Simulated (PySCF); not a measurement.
# Electron correlation in Mg+ (magnesium, charge +1)

[Ne] 3s1, 2S determinant. All numbers are calculated (PySCF 2.14, the non-relativistic Hamiltonian (point nucleus), in def2-TZVPPD). Frozen: 1s2; 9 electrons correlated.

| level | correlation energy (mhartree) |
| --- | --- |
| CCSD | -166.32 |
| (T) | -1.16 |
| CCSD(T) | -167.48 |
| CCSDT | -167.51 |

Diagnostics: T1 = 0.0040, D1 = 0.0087, largest double amplitude 0.019.

Cost of the coupled-cluster step: of the order of 0.8 core-seconds, for 9 correlated electrons.

This basis was not built for core-valence correlation, so the inner-shell part is incomplete.
